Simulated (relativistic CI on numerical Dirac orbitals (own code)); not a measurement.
**A ladder of approximations for the levels of Ga IV**

Calculated with a relativistic CI code on KLI orbitals (one set per configuration, finite nucleus), adding one ingredient at a time: step 1, Dirac-Coulomb, each configuration alone; step 2, with Breit and QED terms; step 3, with configuration mixing; step 4, with scaled Slater integrals (0.85); step 5, with a P86 correlation estimate; step 6, tied to the ionisation limit. P86 is a density functional for the correlation energy, evaluated here for each configuration and added to its levels. Step 6 is semi-empirical: configurations made of the next ion and one excited electron move by 10980 cm⁻¹, so that their limit matches the tabulated ionisation energy, and those with a non-penetrating f or g electron also take the P86 value of the least penetrating other one.

CI space (outside the closed core [Ar]): 3d¹⁰, 3d⁹4s, 3d⁹4p, 3d⁹4d, 3d⁹5s, 3d⁹5p, 3d⁹5d, 3d⁹4f, 3d⁹5f, 3d⁸4s4p.

Computed minus measured energy above the ground level, in cm⁻¹, for 18 of the 41 excited levels that pair in every step (one J of a term; a digit in brackets numbers repeated terms):

```csv
Configuration,Term,J,Measured,Step 1,Step 2,Step 3,Step 4,Step 5,Step 6
3d⁹4s,3D,3,149512,-10904,-10513,-10622,-10378,-4076,6903
3d⁹4s,1D,2,156025,-9930,-9697,-9780,-10295,-3993,6986
3d⁹4p,3P°,2,224243,-13562,-13273,-13609,-12625,-5443,5524
3d⁹4p,3F°,3,227681,-13139,-12853,-13150,-12822,-5641,5327
3d⁹4p,1F°,3,233192,-12746,-12595,-13112,-13139,-5955,5005
3d⁹4p,1D°,2,233825,-12529,-12277,-12695,-13148,-5965,4999
3d⁹4d,3S,1,328764,-16942,-16792,-16896,-16055,-8336,2643
3d⁹4d,3P,0,334403,-16914,-16854,-16844,-16629,-8913,2066
3d⁹5s,3D,3,343320,-17383,-17145,-17019,-16986,-9255,1724
3d⁹5s,1D,2,347403,-17135,-17114,-16985,-17063,-9333,1646
3d⁹5p,3P°,2,368684,-18019,-17803,-17843,-17546,-9409,1561
3d⁹5p,3F°,3,369718,-17818,-17599,-17647,-17568,-9431,1538
3d⁹5p,3D°,3,371636,-17611,-17406,-17504,-17615,-9475,1482
3d⁹5p,1P°,1,373824,-17265,-17220,-17187,-17315,-9175,1791
3d⁹5d,3S,1,407846,-19004,-18839,-18687,-18340,-9379,1600
3d⁹5d,3G,5,409158,-18968,-18799,-18755,-18624,-9661,1318
3d⁹5d,3P,2,409319,-18878,-18701,-18650,-18568,-9605,1374
3d⁹5d,3F,4,410220,-18734,-18565,-18525,-18581,-9618,1361
```

Mean absolute errors in cm⁻¹, over all paired levels and for the configurations:

```csv
"Configuration, levels",Step 1,Step 2,Step 3,Step 4,Step 5,Step 6
"all, 41",15717,15578,15694,15594,7824,3147
"3d⁹4s, 4",10580,10297,10399,10375,4073,6905
"3d⁹4p, 12",12893,12724,13140,13010,5828,5137
"3d⁹4d, 3",16944,16879,16907,16459,8742,2237
"3d⁹5s, 4",17266,17139,17009,17027,9296,1683
"3d⁹5p, 10",17699,17596,17638,17587,9449,1517
"3d⁹5d, 8",18811,18707,18633,18547,9584,1395
```

Measured levels: Shirai, Reader, Kramida and Sugar, J. Phys. Chem. Ref. Data 36, 509 (2007).

The mean absolute error is lowest at step 6 (3147 cm⁻¹), and the largest single drop is from step 4 to 5 (15594 to 7824). Mixing lowers the ground level by 31; relative to it the configurations that move most are 3d⁹4p by -416, 3d⁹5s by +130, 3d⁹4s by -102. The P86 estimate moves 3d⁹5d by +8963, 3d⁹5p by +8138, 3d⁹5s by +7731, and takes the mean absolute error of the excited configurations from 15594 to 7824. Step 6 takes that error from 7824 to 3147; the error more than halves for 3d⁹4d, 3d⁹5s, 3d⁹5p, 3d⁹5d; it grows for 3d⁹4s. The shift fits the limit, so it does little for low levels whose errors differ from those near the limit.
